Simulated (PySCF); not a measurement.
# C₆ coefficients of unlike pairs at UHF

Calculated with PySCF 2.14 from the dipole response of each species, C₆(A,B) = (3/π) ∫ α_A(iu) α_B(iu) du, in atomic units, from isotropic polarisabilities. For ions this is the dispersion term alone; charge-induced terms of lower order in 1/R come first.

```json
{"species": "Be", "configuration": "[He] 2s2 (1S)", "basis": "aug-cc-pVTZ with one added diffuse shell each of s, p, d, f type (6s5p4d3f)", "relativity": "none", "α (bohr³)": "45.49", "C₆ (like pair)": "281.8"}
{"species": "Sn³⁺", "configuration": "[Kr] 4d10 5s1 (2S)", "basis": "def2-QZVPPD with the def2 core potential (28 electrons) (8s6p5d4f1g)", "relativity": "core potential", "α (bohr³)": "11.21", "C₆ (like pair)": "43.75"}
{"species": "Be²⁺", "configuration": "1s2 (1S)", "basis": "dyall-av2z (11s7p2d)", "relativity": "none", "α (bohr³)": "0.05171", "C₆ (like pair)": "0.01104"}
{"species": "Zr", "configuration": "[Kr] 4d2 5s2 (3F)", "basis": "aug-cc-pVDZ-PP with ECP28MDF (5s5p4d2f)", "relativity": "core potential", "α (bohr³)": "186.2", "C₆ (like pair)": "2464"}
```

Task: Estimate C₆ for Zr with Sn³⁺.

Result: The integral gives 272.9. The combination rule 2 C_A C_B / (C_A α_B/α_A + C_B α_A/α_B) gives 246.3 and the geometric mean 328.3.

No spin-orbit coupling is included.

The other pairs:

```
      pair      C₆
  Be²⁺, Be  0.6417
Be²⁺, Sn³⁺  0.4875
  Zr, Be²⁺   1.854
  Sn³⁺, Be   96.49
    Zr, Be   820.1
```
